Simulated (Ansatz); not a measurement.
`CC[Si]F` → `F[SiH]` + ethylene  (β-hydride elimination)

Gas-phase electronic energies from Ansatz, PBE0-D4/def2-TZVP geometries. CBS: MP2 limit from def2 TZ/QZ plus the TZ coupled-cluster correction, frozen cores. This one scheme is used for every species. DFT in def2-TZVPP. HSE06 is defined as in plane-wave codes. One conformer a species, not always the lowest.

| level | ΔE (kJ/mol) | difference from CCSD(T)/CBS |
| --- | --- | --- |
| LDA (SPW92) | 200.0 | 48.8 |
| PBE-D4 | 164.5 | 13.3 |
| r2SCAN-D4 | 166.4 | 15.2 |
| PBE0-D4 | 172.3 | 21.1 |
| r2SCAN0-D4 | 172.3 | 21.1 |
| CAM-B3LYP-D4 | 154.7 | 3.5 |
| B2PLYP | 143.2 | -8.0 |
| PBE | 156.4 | 5.2 |
| r2SCAN | 164.4 | 13.2 |
| r2SCAN0 | 169.9 | 18.7 |
| HSE06 | 165.5 | 14.3 |
| LC-ωPBE | 172.6 | 21.4 |
| SCS-MP2/def2-TZVPP | 146.2 | -5.0 |
| CCSD/def2-TZVPP | 145.3 | -5.9 |
| HF/CBS(def2) | 117.9 | -33.3 |
| MP2/CBS(def2) | 164.7 | 13.5 |
| CCSD(T)/CBS | 151.2 | 0 |

Largest T1 diagnostic among the species: 0.015.

The D4 term adds +13.1 kJ/mol with B3LYP and +7.0 kJ/mol with PBE0; it sums over pairs of atoms, weighted by their polarisabilities, and B3LYP, whose exchange is more repulsive, gets the larger term. From BLYP to BHLYP (50 % exact exchange), in def2-TZVPP and without D4, ΔE moves by +24.2 kJ/mol. Leaving LDA and LC-ωPBE aside and taking each functional with its dispersion term where it has one, the values, not all of them listed here, spread over 35.2 kJ/mol, from BLYP-D4 to PBE0-D4. LDA lies +43.7 kJ/mol from PBE without D4.

B3LYP here is the variant with VWN-RPA as its local correlation; programs differ in this.
